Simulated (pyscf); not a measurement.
A first-order saddle from PySCF, ωB97X-D3(BJ)/def2-SVP:

```xyz
14

Cl    -0.5242    -1.0049     1.8501
Si    -0.4756     0.5595    -0.0333
Si    -0.5120    -1.3240    -1.1570
Si    -2.5622     1.3302     0.6112
Si     1.6363     1.2327     0.6373
H     -0.4574     0.8994    -1.6513
H      0.6910    -1.9742    -1.7499
H     -1.7359    -1.9182    -1.7656
H     -3.0306     2.4638    -0.2402
H     -3.5203     0.1971     0.4714
H     -2.4818     1.7696     2.0294
H      2.5426     0.0564     0.5089
H      1.5590     1.6756     2.0546
H      2.1670     2.3432    -0.2078
```

Surface: singlet, charge 0. Lowest wavenumbers (cm⁻¹): 614i, 74, 79, 85, 105.

**Question.** What reaction is this the transition state of?

**Answer.** H₃Si–Si(SiH₃)(SiH₃)–Cl ⇌ H₃Si–SiH(SiH₃)–SiH₂–Cl, a concerted two-bond exchange read from left to right: Cl–Si, H–Si broken and Cl–Si, H–Si formed. At ωB97M-D3(BJ)/def2-TZVP it lies +2.80 eV from the left side and +2.87 eV from the right (each side as separated species at their lowest minima found). This is the saddle that the search found; another between the same sides may lie lower.
